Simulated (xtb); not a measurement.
C₂H₇Ga, SMILES [CH3][GaH][CH3]. All values are semi-empirical tight-binding results from xtb (GFN2-xTB unless named), good for trends rather than for accurate numbers. Geometry optimised at GFN2-xTB. The structure was generated by enumeration; whether it is a known compound was not checked.

The geometry has at least one imaginary mode, so it is a saddle point at that level.

For metal compounds this method's bond lengths and energies can be far off.

```
Item          Result
-----------  -------
orbital gap  4.94 eV
```
